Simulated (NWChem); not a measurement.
# CH$_{3}$FSSe; SMILES CS[Se]F

```xyz
7

Se     0.3712    -0.8175     0.1229
F     -1.2203    -1.5380    -0.2967
S      0.2117     1.2096    -0.6184
C     -0.6179     2.1401     0.7375
H     -1.6273     1.7567     0.8949
H     -0.6713     3.1812     0.4038
H     -0.0383     2.0804     1.6605
```
Atoms are numbered in this order, from 1.

All runs use the structure optimised with B3LYP/6-31G* (spherical d). B3LYP is NWChem's, with the RPA form of VWN correlation.

Spin-orbit effects, on the heavy nuclei and on their neighbours, are missing.

Give the principal values of the shielding tensors (ppm) of Se1, F2, S3, C4 from B3LYP/6-311G** (spherical d), GIAO (NWChem), with their diamagnetic and paramagnetic parts as GIAO splits them.


```json
[
 {"atom": "Se1", "σ11": "-2365.9", "σ22": "-454.6", "σ33": "1021.0", "isotropic": "-599.8", "diamagnetic": "2995.5", "paramagnetic": "-3595.3"},
 {"atom": "F2", "σ11": "207.2", "σ22": "362.3", "σ33": "942.9", "isotropic": "504.1", "diamagnetic": "472.1", "paramagnetic": "32.0"},
 {"atom": "S3", "σ11": "-113.7", "σ22": "296.0", "σ33": "536.0", "isotropic": "239.5", "diamagnetic": "1053.9", "paramagnetic": "-814.4"},
 {"atom": "C4", "σ11": "122.5", "σ22": "146.0", "σ33": "185.4", "isotropic": "151.3", "diamagnetic": "251.3", "paramagnetic": "-100.0"}
]
```
